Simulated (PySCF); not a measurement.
CH₄MgSSe, SMILES C[S][Mg][SeH]. Atoms are numbered in the order given.

```xyz
8

Mg     0.3781     0.0395    -0.0822
S      2.2113    -0.8570    -1.1563
C      1.5408    -2.3951    -1.9371
H      1.1650    -3.1071    -1.1887
H      2.3757    -2.8690    -2.4719
H      0.7476    -2.1755    -2.6657
Se    -1.5364     1.0435     1.0346
H     -1.2150     0.2809     2.2607
```

Geometry optimised at B3LYP-D3(BJ)/def2-SVP. The structure was generated by enumeration; whether it is a known compound was not checked. The values are those of a single conformer.

Computed with PBE/pcSseg-1 (PySCF).

GIAO shieldings, no solvent; atoms alike by connectivity are averaged. δ = σ(ref) − σ: ³³S against H2S (σ = 706.5 ppm); ¹³C against TMS (σ = 182.0 ppm); ¹H against TMS (σ = 31.49 ppm); ⁷⁷Se against Me2Se (σ = 1634.8 ppm), references at their B3LYP-D3(BJ)/def2-TZVP geometries, non-relativistic.

```tsv
atoms	nucleus	count	δ (ppm)
S2	³³S	1	…
C3	¹³C	1	14.0
H4, H5, H6	¹H	3	2.42
H8	¹H	1	…
Se7	⁷⁷Se	1	-718.6
```

Question: Some entries are withheld; supply them. (The exact figures need the calculation; the answer reports its results.)

Answer: 
- H8, δ (ppm): -0.81
- S2, δ (ppm): 40.8
